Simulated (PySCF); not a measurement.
## A small calculation by hand: dipole moment from atomic charges

WOSFCl, SMILES [O]=[W]([F])(=[S])[Cl], multiplicity 1. Atoms are numbered in the order given.

```xyz
5

W      0.0190    -0.1337    -0.1533
O      1.2184    -0.0299    -1.3540
S      1.0294    -0.4688     1.6996
F     -1.0981    -1.5857    -0.5049
Cl    -1.0436     1.8767    -0.0278
```

Coordinates come from a B3LYP-D3(BJ)/def2-SVP optimisation. The multiplicity is an assumed one; no other spin state was optimised. The structure was generated by enumeration; whether it is a known compound was not checked. The def2 effective core potentials stand for the cores of W; spin–orbit coupling is left out.

Charges (e) from PBE/def2-TZVP (PySCF):

| atom | Mulliken | ESP fit |
|---|---|---|
| W1 | 1.155 | 0.648 |
| O2 | -0.362 | -0.264 |
| S3 | -0.247 | -0.168 |
| F4 | -0.310 | -0.144 |
| Cl5 | -0.236 | -0.072 |

The dipole moment of the full density is 1.28 D.

Task: What dipole moment does each set of point charges give, and which comes closer to that of the density?

Result: 
μ = Σ q r, and 1 e Å = 4.8032 D.
Mulliken: Σ q r = (-0.087, 0.021, 0.056) e Å, |μ| = 0.51 D.
ESP fit: Σ q r = (-0.249, 0.093, 0.047) e Å, |μ| = 1.30 D.
ESP fit comes closer in size. Point charges leave out the atoms' own dipoles (lone pairs, polarised bonds); fits to the potential absorb them, partitions of the density don't.
